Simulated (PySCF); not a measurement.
**Exercise with solution: entropy of an ideal gas**

B(AsH2)(H)(OH) (AsBH4O), SMILES OB[AsH2].

Geometry: PBE-D3(BJ)/def2-TZVP. Other conformers were not sampled.

PBE-D3(BJ)/def2-TZVP run with PySCF 2.14.0 gives the harmonic wavenumbers 147, 249, 448, 493, 663, 683, 844, 947, 969, 1133, 1302, 2110, 2148, 2555, 3691 cm⁻¹ and the rotational temperatures 1.7457, 0.1606, 0.1511 K. The molar mass is 105.76 g/mol, the symmetry number 1, the spin multiplicity 1.

Task: Work out the entropy at 298.15 K and 1 atm in the rigid-rotor, harmonic-oscillator model.

Result: 
Translation (Sackur–Tetrode at 1 atm): S = R[1.5 ln M + 2.5 ln T − 1.16487] = 166.9 J/(mol K).
Rotation: q = (√π/σ) T^1.5/√(θA θB θC) = 44300, S = R[ln q + 3/2] = 101.4 J/(mol K).
Vibration: with u = 1.4388 ν/T, each mode gives R[u/(e^u − 1) − ln(1 − e^−u)]:
| ν (cm⁻¹) | modes | u | S (J/(mol K)) |
|---|---|---|---|
| 147 | 1 | 0.71 | 11.34 |
| 249 | 1 | 1.20 | 7.27 |
| 448 | 1 | 2.16 | 3.35 |
| 493 | 1 | 2.38 | 2.83 |
| 663 | 1 | 3.20 | 1.48 |
| 683 | 1 | 3.30 | 1.37 |
| 844 | 1 | 4.07 | 0.73 |
| 947 | 1 | 4.57 | 0.48 |
| 969 | 1 | 4.68 | 0.44 |
| 1133 | 1 | 5.47 | 0.23 |
| 1302 | 1 | 6.28 | 0.11 |
The stiffer modes add less than 0.005 each. Sum 29.6 J/(mol K).
Spin: R ln 1 = 0.0 J/(mol K).
Total 298.0 J/(mol K); the program's own thermochemistry gives 297.9. Translation makes up 56 % and vibration 10 %. Anharmonicity, hindered rotation and orbital degeneracy are left out.
